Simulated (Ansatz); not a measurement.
`c1ccc2cnccc2c1`. Charge 0, multiplicity 1. All single points use the PBE0-D4/def2-TZVP geometry.

```xyz
17

C    -1.767    1.310    0.716
C    -2.060    0.947   -0.614
C    -1.192    0.161   -1.320
C     0.002   -0.290   -0.721
C     0.935   -1.104   -1.403
N     2.050   -1.541   -0.882
C     2.324   -1.188    0.394
C     1.506   -0.407    1.161
C     0.298    0.074    0.615
C    -0.615    0.886    1.320
H    -2.465    1.934    1.263
H    -2.978    1.295   -1.073
H    -1.408   -0.124   -2.344
H     0.725   -1.394   -2.431
H     3.258   -1.568    0.796
H     1.780   -0.157    2.180
H    -0.392    1.166    2.343
```

Q: What is the dipole moment at B3LYP/def2-TZVPP? (An estimate is asked.)

A: Ansatz gave: 2.56 D, with components (-1.84, 1.47, 1.01) D in this frame, pointing from negative to positive charge.

Q: And with PBE, r2SCAN, ωB97M-V? (Best estimate.)

A: The calculation gave: PBE 2.51 D, r2SCAN 2.54 D, ωB97M-V 2.53 D.

Q: Give the Mulliken charges with B3LYP, r2SCAN, ωB97M-V in def2-TZVPP. (An estimate is asked.)

A: Ansatz gave: 
| atom | B3LYP | r2SCAN | ωB97M-V |
| --- | --- | --- | --- |
| C1 | -0.11 | -0.07 | -0.10 |
| C2 | -0.12 | -0.09 | -0.12 |
| C3 | -0.12 | -0.11 | -0.10 |
| C4 | 0.02 | 0.09 | 0.00 |
| C5 | -0.03 | 0.01 | -0.01 |
| N6 | -0.23 | -0.30 | -0.24 |
| C7 | -0.03 | 0.04 | -0.01 |
| C8 | -0.09 | -0.07 | -0.09 |
| C9 | 0.00 | 0.04 | -0.01 |
| C10 | -0.14 | -0.14 | -0.12 |
| H11 | 0.13 | 0.10 | 0.12 |
| H12 | 0.13 | 0.10 | 0.12 |
| H13 | 0.13 | 0.09 | 0.12 |
| H14 | 0.11 | 0.07 | 0.10 |
| H15 | 0.12 | 0.08 | 0.11 |
| H16 | 0.11 | 0.07 | 0.10 |
| H17 | 0.12 | 0.09 | 0.11 |

B3LYP here is the variant with VWN-RPA as its local correlation; programs differ in this.
